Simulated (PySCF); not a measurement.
A GIAO shielding run with PySCF 2.14 (density fitting, non-relativistic, gas phase) on SMILES C#CC[C@@H](CCF)N[SiH3], C6H12FNSi:

```
$ OMP_NUM_THREADS=1 python probes_run.py task.json out

{"job": {"kind": "nmr", "xc": "PBE0", "basis": "pcSseg-1"}, "charge": 0, "multiplicity": 1}
C     -2.788140    -1.893991     1.222266
C     -2.169320    -1.312496     0.378899
C     -1.405828    -0.599982    -0.622313
C     -0.126040     0.029317    -0.031240
C      0.824632    -1.066385     0.461715
C      2.013223    -0.464020     1.194850
F      2.913831    -1.446080     1.536346
N      0.539913     0.877862    -0.986258
Si     0.173152     2.538863    -1.233443
H     -3.338368    -2.408125     1.952370
H     -1.133019    -1.289696    -1.427182
H     -2.022315     0.197787    -1.046064
H     -0.412506     0.659534     0.817714
H      1.192101    -1.644269    -0.390434
H      0.286489    -1.744439     1.126370
H      2.546192     0.251006     0.560576
H      1.706103     0.020702     2.127190
H      0.891232     0.346858    -1.769991
H     -1.142286     2.809931    -1.838703
H      1.228883     3.004301    -2.127619
H      0.213151     3.150267     0.094477
```

Hardware: 1 thread of an Arm Neoverse N1, shared host. The job also computes population analyses, field gradients.

Task: How large is the calculation?

Result: 78 electrons, 220 basis functions and 1156 auxiliary functions.

Task: How long does it take, and how much memory does it need?

Result: 87 s of wall time, with 14 SCF cycles and 5 response iterations; peak memory 1.1 GiB. Times on a shared host scatter by some tens of per cent.
